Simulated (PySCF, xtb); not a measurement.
ZnF2, SMILES [F][Zn][F].

GFN2-xTB (xtb) at its own geometry gives an orbital gap of 3.22 eV and a dipole moment of 3.28 D.

Geometry optimised at PBE0-D3(BJ)/def2-TZVP. The isomer is the one that the SMILES or the coordinates give; other isomers of the formula were not compared.

### Question
What does PBE/def2-TZVPD (PySCF) give? (The exact figures need the calculation; the answer reports its results.)

### Answer
gap 5.64 eV (levels -8.65 and -3.01 eV), dipole 0.00 D.
